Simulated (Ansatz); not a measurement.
`CO[SiH2][SiH3]` + `O[BH][AlH2]` → `[AlH2][BH]O[SiH3]` + `CO[SiH3]` at 298.15 K and 1 bar (cleavage of the Si–Si bond).

Gas-phase electronic energies from Ansatz, PBE0-D4/def2-TZVP geometries. CCSD(T)/CBS is the MP2 limit (def2-TZVPP, def2-QZVPP) plus CCSD(T) − MP2 in def2-TZVPP, frozen cores. One conformer a species, not always the lowest.

```tsv
species	CCSD(T)/CBS energy (Eh)	H − E (kJ/mol)	S (J/(mol·K))
`CO[SiH2][SiH3]`	-696.20864	243.4	361.5
`O[BH][AlH2]`	-344.38728	121.5	296.2
`[AlH2][BH]O[SiH3]`	-634.69802	167.1	358.5
`CO[SiH3]`	-405.93001	192.4	298.5
```

H − E and S are ideal-gas, rigid-rotor, harmonic terms from PBE0-D4/def2-TZVP, for one conformer and one mirror image of each species. 1 Eh = 2625.50 kJ/mol, R = 8.31446 J/(mol·K).

**Question.** By hand: ΔE, ΔH, ΔS and ΔG.

**Answer.** ΔE = (-634.69802) + (-405.93001) − (-696.20864) − (-344.38728) = -0.03211 Eh = -84.3 kJ/mol. Δ(H − E) = 167.1 + 192.4 − 243.4 − 121.5 = -5.4, so ΔH = -89.7 kJ/mol. ΔS = 358.5 + 298.5 − 361.5 − 296.2 = -0.7 J/(mol·K). ΔG = -89.7 − 298.15 × (-0.7)/1000 = -89.5 kJ/mol.

**Question.** By hand: the equilibrium constant, and the temperature at which ΔG would vanish if ΔH and ΔS stayed fixed.

**Answer.** log₁₀ K = −ΔG/(RT ln 10) = 15.7. ΔG = 0 at ΔH/ΔS = 128143 K, far beyond where these terms or the molecules hold.

The number of gas molecules stays the same, so ΔS is small and ΔH decides. A doubt of 5 kJ/mol in ΔE shifts log₁₀ K by 0.9 here. Other conformers and mirror images would add mixing entropy, several J/(mol·K) or more a flexible species. These are equilibria of isolated gas molecules and say nothing of rates. Largest T1 diagnostic: 0.014 (customary marks: 0.02 for closed shells, 0.045 for open ones).
